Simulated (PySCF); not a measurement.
## ScO: from constants to spectrum

UHF-CCSD constants of ScO, ²Σ⁺ (doublet), unpaired electrons σ ↑ (PySCF, spin-free X2C with a Gaussian nucleus, basis sets Sc x2c-TZVPPall, O x2c-TZVPPall; masses 44.9559 and 15.9949 u):

* ωe: 1019.0 cm⁻¹
* ωexe: 3.15 cm⁻¹
* Be: 0.51386 cm⁻¹
* αe: 0.00231 cm⁻¹
* D (centrifugal): 5.23e-07 cm⁻¹
* De to Sc (3d1 4s2) + O: 6.18 eV

(1) Give the vibrational terms G(v) and spacings up to v = 6.

(2) How well does the Morse estimate ωe²/(4ωexe) reproduce De, and what is D0?

Correlated steps freeze 6 core orbitals. The state is the lowest single determinant that the PBE0 search found; with open d or f shells the true ground state can be another one.

Results:

(1) G(v) = ωe(v+½) − ωexe(v+½)².

```
v  G(v) (cm⁻¹)  G(v) − G(v−1)  Bv (cm⁻¹)
0          509                    0.5127
1         1521           1013     0.5104
2         2528           1006     0.5081
3         3528           1000     0.5058
4         4522            994     0.5035
5         5509            988     0.5012
6         6490            981     0.4988
```

(2) It gives 10.22 eV, 165 % of the computed De. D0 = De − G(0) = 6.18 − 0.06 = 6.12 eV.
